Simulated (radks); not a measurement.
The numbers below are computed, except where a source is named.
Initial-state core-level shifts of neutral hafnium when its valence configuration changes from [Xe] 4f14 5d2 6s2. Code: a radial shooting solver on a logarithmic mesh with Libxc functionals. Model: scalar-relativistic Kohn-Sham, BLYP, spin-polarised, spherical densities, point nucleus; open shells are filled with parallel spins first (spin-orbit coupling, left out, can overturn this in heavy ions). Shifts are changes of the shell-averaged eigenvalues in eV (positive: less bound).

valence,3p,4p,4d,5p
4f13 5d2 6s2 6p1,-13.640,-12.764,-12.442,-6.533
4f13 5d1.5 6s2 6p1.5,-15.636,-14.761,-14.443,-8.381
4f14 5d2.5 6s1.5,+0.844,+0.849,+0.854,+0.816
4f13.5 5d2.5 6s2,-4.798,-4.396,-4.238,-1.481
4f13 5d0.5 6s2 6p2.5,-19.759,-18.882,-18.575,-12.118
4f13.5 5d1.5 6s2 6p1,-8.449,-8.059,-7.911,-4.964
4f14 5d3 6s1,+1.588,+1.599,+1.607,+1.545
4f14 6s2 6p2,-7.247,-7.281,-7.307,-6.895
4f13 5d0.5 6s1 6p3.5,-20.999,-20.127,-19.819,-13.295
